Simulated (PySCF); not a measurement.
Sb(H)(Me)2 (C2H7Sb), SMILES [CH3][SbH][CH3]. Geometry: PBE0-D3(BJ)/def2-SVP. The def2 effective core potentials stand for the cores of Sb; spin–orbit coupling is left out.

Computed equilibrium geometry at PBE0-D3(BJ)/def2-SVP (PySCF confirms it by a frequency run) as a Z-matrix, and its point group:
point group Cs.
```
Sb
H 1 1.7214
C 1 2.1740 2 93.43
H 3 1.0984 1 110.72 2 48.59
H 3 1.0991 4 109.45 1 121.03
H 3 1.0994 4 109.42 5 118.93
C 1 2.1740 2 93.43 3 94.87
H 7 1.0984 1 110.72 2 -48.59
H 7 1.0991 8 109.45 1 -121.03
H 7 1.0994 8 109.42 9 -118.93
```
Charge 0, spin multiplicity 1.
